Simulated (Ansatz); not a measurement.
`OBC[SiH3]` and `CBCBO` differ in one atom or group.

Ansatz, PBE0-D4/def2-TZVP geometries, multiplicity 1. Each molecule was computed in one conformer, which needn't be the lowest.

```tsv
property	`OBC[SiH3]`
LUMO energy (ωB97M-V/def2-TZVPP) / eV	1.70
HOMO–LUMO gap (ωB97M-V/def2-TZVPP) / eV	12.53
LUMO energy (PBE/def2-TZVPP) / eV	-1.13
HOMO energy (PBE/def2-TZVPP) / eV	-7.15
HOMO–LUMO gap (PBE/def2-TZVPP) / eV	6.03
LUMO energy (B3LYP/def2-TZVPP) / eV	-0.39
```

Task: Give the same properties after the change, and the shifts. (Estimate.)

Result: The calculation gave: 
```tsv
property	`CBCBO`	shift
LUMO energy (ωB97M-V/def2-TZVPP) / eV	0.93	-0.77
HOMO–LUMO gap (ωB97M-V/def2-TZVPP) / eV	11.69	-0.84
LUMO energy (PBE/def2-TZVPP) / eV	-2.00	-0.87
HOMO energy (PBE/def2-TZVPP) / eV	-7.06	0.09
HOMO–LUMO gap (PBE/def2-TZVPP) / eV	5.06	-0.97
LUMO energy (B3LYP/def2-TZVPP) / eV	-1.25	-0.86
```

With PBE0 the HOMO rises by 0.09 eV and the LUMO falls by 0.87 eV, so the gap narrows by about 0.96 eV. PBE moves the HOMO by 0.09 eV and ωB97M-V by 0.06 eV.

B3LYP here is the variant with VWN-RPA as its local correlation; programs differ in this.
